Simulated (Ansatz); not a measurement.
`NC(F)([SiH3])S` + `N=CF` → `F/C=N/[SiH3]` + `NC(F)S`  (ligand exchange at the Si–C bond)

Computed with Ansatz on PBE0-D4/def2-TZVP structures; ΔE is electronic, products minus reactants. CBS: MP2 limit from def2 TZ/QZ plus the TZ coupled-cluster correction, frozen cores. This one scheme is used for every species. DFT in def2-TZVPP. B3LYP here is the variant with VWN-RPA as its local correlation; programs differ in this. HSE06 is defined as in plane-wave codes. One conformer a species, not always the lowest.

```
             level  ΔE (kcal/mol)  difference from CCSD(T)/CBS
            PBE-D4          -12.8                          1.2
         revPBE-D4          -12.3                          1.7
           BLYP-D4          -13.5                          0.5
         r2SCAN-D4          -14.7                         -0.7
           ωB97X-V          -14.4                         -0.4
           ωB97M-V          -14.0                          0.0
            revPBE          -14.5                         -0.5
            r2SCAN          -14.9                         -0.9
             B3LYP          -16.5                         -2.5
           r2SCAN0          -15.7                         -1.7
             HSE06          -15.1                         -1.1
         CAM-B3LYP          -16.3                         -2.3
RPA@PBE/def2-TZVPP          -13.6                          0.4
      MP2/def2-SVP          -12.4                          1.6
     HF/def2-TZVPP          -20.0                         -6.0
     HF/def2-QZVPP          -20.2                         -6.2
       CCSD(T)/CBS          -14.0                            0
```

**Question.** What do rigid-rotor, harmonic-oscillator terms from PBE0-D4/def2-TZVP frequencies (298.15 K, 1 bar) make of the CCSD(T)/CBS value? (Estimate.)

**Answer.** The calculation gave: ΔZPE = +0.5 kcal/mol, ΔH = -13.4 kcal/mol, ΔS = 12 J/(mol·K), ΔG = -14.2 kcal/mol.

Largest T1 diagnostic among the species: 0.014.

The D4 term adds +1.8 kcal/mol with B3LYP and +1.0 kcal/mol with PBE0; it sums over pairs of atoms, weighted by their polarisabilities, and B3LYP, whose exchange is more repulsive, gets the larger term. At CCSD(T), def2-SVP lies +2.8 kcal/mol from the extrapolated value and def2-TZVPP −0.3 kcal/mol. From PBE to PBE0 (25 % exact exchange), in def2-TZVPP and without D4, ΔE moves by −1.2 kcal/mol.
